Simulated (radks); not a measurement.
All-electron atom: Eu2+ in [Xe] 4f7. Calculated with a radial shooting solver on a logarithmic mesh with Libxc functionals: scalar-relativistic Kohn-Sham, r2SCAN, spin-polarised, spherical densities, finite nucleus; open shells are filled with parallel spins first (spin-orbit coupling, left out, can overturn this in heavy ions); meta-GGA in the generalised Kohn-Sham scheme; Fermi nuclear charge, rms radius 5.1115 fm. Some entries of the table are withheld. Estimate them.

orbital,occ.,eigenvalue (eV),r(max) (bohr),<1/r> (bohr^-1)
1s up,1,-48449.13,0.01420,70.21
1s down,1,-48449.13,0.01420,70.21
2s down,1,-7987.111,0.08051,16.29
2s up,1,-7987.088,0.08051,16.29
2p down,3,-7114.278,0.06514,15.23
2p up,3,-7114.272,0.06514,15.23
3s up,1,-1775.934,0.2286,5.977
3s down,1,-1773.018,0.2285,5.984
3p up,3,-1502.843,0.2243,5.619
3p down,3,-1499.923,0.2242,5.627
3d up,5,-1137.471,0.1841,5.324
3d down,5,-1135.198,0.1839,5.331
4s up,1,-369.1187,0.5278,2.500
4s down,1,-361.8329,0.5274,2.500
4p up,3,-278.9097,0.5508,2.300
4p down,3,-271.5528,0.5502,2.300
4d up,5,-152.7558,0.5740,2.020
4d down,5,-145.2945,0.5733,2.019
5s up,1,-60.7200,1.230,0.9642
5s down,1,-56.8980,1.252,0.9312
5p up,3,-38.8790,1.393,0.8168
5p down,3,-36.1587,1.427,0.7844
4f up,7,(1),0.5932,1.434
4f down,0,(2),0.5972,1.356

Answer. 
(1) 4f up eigenvalue (eV): -17.7362
(2) 4f down eigenvalue (eV): -11.1715
